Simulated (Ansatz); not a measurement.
Single points on the cluster Ag3Pd.

```yaml
crystal:
  periodic: [false, false, false]
  atoms:
    - {symbol: Pd, position_ang: [-0.676786, 0.858329, -0.734875]}
    - {symbol: Ag, position_ang: [0.567752, -0.575703, 1.080143]}
    - {symbol: Ag, position_ang: [-1.844843, -1.321544, 0.197130]}
    - {symbol: Ag, position_ang: [1.953877, 1.038908, -0.542398]}
basis:
  gaussian: {orbitals: def2-TZVP, initial_orbitals: start.molden}
magnetization: {spin_polarized: true, initial_magnetization: 1}
hamiltonian: {xc: {name: r2SCAN0}, dispersion: d4}
scf: {omitted_lower_state_checks: [starts]}
output: {orbitals: {seedname: orbitals}}
```

The file start.molden holds the orbitals of an earlier run on this structure, at another level or in another basis.

```sh
$ ansatz run in.yaml --threads 4 --pin off --events-out ev --progress --plain --max-ram 3916MiB
```

Shortened log:

```
Functional definition: r2SCAN0
1560 factors; integrals over basis functions are off by at most 2.1e-4 eV
mean field evaluation 1: about -15482.0841 eV, gradient 2.8e0 eV
mean field evaluation 2: about -15482.1226 eV, gradient 5.5e-2 eV
mean field evaluation 4: about -15482.3287 eV, gradient 3.7e-3 eV
mean field -15482.32866701 eV, -568.9650842133 hartree, gradient 5.7e-5 eV, S^2 0.766245; 0 other end points of the search recorded, 0 dependent functions left out
reference -15482.32869148 eV, -568.9650851125 hartree; 38, 37 occupied and 122, 123 virtual orbitals, 1560 factors
Total energy: -15482.38357662 eV, -568.9671021041 hartree
Checks for a lower state left out: starts
```

Run time 13 s (4 threads of Arm Neoverse V2 on a shared host), peak host memory 0.76 GiB.

First input, but with `hamiltonian: {xc: {name: BHLYP}, dispersion: d4}` (abridged; 8 s):

```
Functional definition: BHLYP
mean field -15470.26528289 eV, -568.5217630237 hartree, gradient 2.5e-5 eV, S^2 0.767633
Total energy: -15470.69578187 eV, -568.5375835694 hartree
Checks for a lower state left out: starts
```

Geometry: r2SCAN-D4/def2-SVP.

In the def2 sets Ag, Pd take a core potential; there is no spin–orbit coupling. The structure comes from a short search, and lower isomers may exist.
